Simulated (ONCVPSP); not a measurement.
# Before and after: ONCV potential for Sn (Z = 50)

| Quantity | Value |
| --- | --- |
| Element | tin (Sn) |
| Generator | ONCVPSP 4.0.1 |
| Type | optimised norm-conserving Vanderbilt (ONCV) |
| Functional | PW91 |
| Relativity | scalar-relativistic |
| Frozen core | [Kr] 4d10 |
| Valence charge | 4 |
| Reference configuration | 5s2 5p2 |
| Partial waves | 5s: rc 1.65 bohr, ncon 4, nbas 8, qcut 4.2 1/bohr, 1 projector; 5p: rc 2.70 bohr, ncon 4, nbas 7, qcut 3.2 1/bohr, 2 projectors, debl 0.5 Ha; d scattering state at 0.33 Ha: rc 2.60 bohr, ncon 4, nbas 8, qcut 3.3 1/bohr, 3 projectors, debl 2 Ha |
| Local potential | polynomial inside 1.55 bohr (lpopt 5, dvloc0 -1 Ha) |
| Core correction | none |

All-electron outer shells of the reference configuration (PW91, scalar-relativistic, ld1.x):

```tsv
shell	level (eV)	outermost node (bohr)	outermost maximum (bohr)
4p	-89.73	0.41	0.79
4d	-25.88	0.39	0.88
5s	-10.62	0.98	2.01
5p	-3.74	1.09	2.55
```

Change: p: qcut 4.5.

Cutoffs: the cutoffs (Ha) at which the residual kinetic energy of the hardest occupied pseudo-wave falls to 1 and 0.1 mHa per electron; they do not see the model core or the augmentation charge, which bear on the density cutoff. Errors are all-electron minus pseudo energies relative to the spin-unpolarised reference configuration.

Problem. What does the change do?

Solution. The potential gets neither clearly harder nor softer (33 Ha and 63 Ha → 33 Ha and 63 Ha); both files keep a bound ghost (d, s); of the 3 tests that both files solve, the error grows in 1 and shrinks in 2 by more than 15 % and 0.3 meV (median size 2.9 → 5.6 meV).

```csv
quantity,base,changed
"cutoff, loose",33 Ha,33 Ha
"cutoff, tight",63 Ha,63 Ha
loose cutoff by channel,"s 33 Ha, p 3.9 Ha","s 33 Ha, p 5.5 Ha"
bound ghosts,"s, d","s, d"
GHOST(+) flags under 300 eV,"p at 51.2 eV, d at 152.1 eV","p at 52.2 eV, d at 152.1 eV"
tests with a reliable result,3 of 4,3 of 4
"error for 5s2 5p1, meV [ΔE 6.93 eV]",-2.9,-1.8
"error for 5s2 5p0, meV [ΔE 20.96 eV]",+2.3,+12
"error for 5s1 5p2, meV [ΔE 14.61 eV]",+8.5,+5.6
s: phases at 1.68 bohr within 0.05 rad from the reference energy up to (Ha; the scan ends near 5),2.0,2.0
p: phases at 2.74 bohr within 0.05 rad from the reference energy up to (Ha; the scan ends near 5),1.6,1.6
d: phases at 2.64 bohr within 0.05 rad from the reference energy up to (Ha; the scan ends near 5),3.6,3.6
```

 A true bound ghost makes a file unfit for plane-wave use even where its test errors are small: the radial tests pick states by their node count and pass the ghost by.
